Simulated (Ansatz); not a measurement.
Molecule: WH$_{2}$, charge 0, multiplicity 3. The spin state was set by rule; other spins were not relaxed. 
Coordinates optimised at B3LYP-D3(BJ)/def2-TZVP (Ansatz, a program for electronic structure):
SMILES: [WH2]
```xyz
3

W      0.0218     0.0043     0.0069
H     -0.5571    -1.5954    -0.1521
H     -1.0571     1.2774    -0.3599
```
Charge 0, spin multiplicity 3.

Problem. Give the harmonic wavenumbers at B3LYP-D3(BJ)/def2-TZVP (Ansatz, finite differences of forces, unscaled).

Solution. 702, 1945, 1947 cm⁻¹. Zero-point energy 6.6 kcal/mol.

Problem. From these and the geometry, give the ideal-gas thermochemistry at 298.15 K and 1 atm (rigid rotor, harmonic oscillator).

Solution. Point group C2v, rotational symmetry number 2. Rotational constants 323.7, 117.3, 86.12 GHz. S(trans) 41.57, S(rot) 13.87, S(vib) 0.31, S(elec, spin only) 2.18, S 57.9 cal/(mol K). H(298) - H(0) 2.44 kcal/mol; G - E(el) -8.3 kcal/mol.
